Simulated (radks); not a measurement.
Results of a calculation; reference values are marked as such.
Question: The gadolinium ion Gd36+, 28 electrons, occupied as [Ar] 3d10. Level of theory: non-relativistic Kohn-Sham, LDA (Slater exchange, Perdew-Wang correlation), spin-unpolarised, spherical densities, point nucleus; relativity is left out, which matters for an element this heavy (a radial shooting solver on a logarithmic mesh with Libxc functionals). Some entries of the table are withheld. Estimate them.

| orbital | occ. | eigenvalue (eV) | <r> (bohr) | <1/r> (bohr^-1) |
|---|---|---|---|---|
| 1s | 2 | -48533.93 | 0.02371 | 63.42 |
| 2s | 2 | -8950.346 | 0.1007 | 14.78 |
| 2p | 6 | -8597.021 | 0.08538 | (1) |
| 3s | 2 | -3024.040 | 0.2553 | 5.690 |
| 3p | 6 | (2) | 0.2443 | 5.637 |
| 3d | 10 | -2583.258 | 0.2154 | 5.537 |

Answer: 
(1) 2p <1/r> (bohr^-1): 14.80
(2) 3p eigenvalue (eV): -2868.654
